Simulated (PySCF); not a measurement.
Li, charge +1, singlet. Base run: DF-B3LYP/def2-SVP (PySCF).

Here is a job for PySCF.
```python
from pyscf import gto, scf, dft

mol = gto.M(
    atom='''
Li    0.00000000    0.00000000    0.00000000
''',
    basis='def2-svp',
    charge=1,
    verbose=4,
)

mf = dft.RKS(mol)
mf.xc = 'b3lyp'
mf = mf.density_fit(auxbasis='def2-universal-jkfit')
mf.kernel()
```

Variants of this job, named by their change:

| change | basis functions | E (Eh) | HOMO (eV) | HOMO-LUMO gap (eV) |
|---|---|---|---|---|
| base | 9 | -7.28145 | -63.99 | 57.18 |
| basis = 6-31G | 9 | -7.28454 | -63.98 | 57.06 |
| basis = LANL2DZ | 9 | -7.28494 | -63.96 | 57.15 |
| basis = 3-21G | 9 | -7.23364 | -63.36 | 56.31 |
| basis = pc-1 | 9 | -7.28262 | -64.10 | 57.12 |
| basis = def2-TZVP | 14 | -7.28605 | -64.05 | 57.05 |
| basis = cc-pVDZ | 14 | -7.28512 | -63.97 | 57.10 |
| basis = pc-2 | 15 | -7.28572 | -64.17 | 57.20 |
| basis = def2-TZVPD | 17 | -7.28605 | -64.05 | 57.05 |
| basis = aug-cc-pVDZ | 23 | -7.28515 | -63.97 | 57.11 |
| basis = 6-311+G(2d,p) | 27 | -7.28492 | -63.92 | 56.96 |
| basis = def2-QZVP | 35 | -7.28611 | -64.05 | 57.00 |
| basis = aug-cc-pVTZ | 46 | -7.28540 | -63.98 | 57.00 |

Totals compare only among sets that treat the same electrons; sets with core potentials leave the core out.
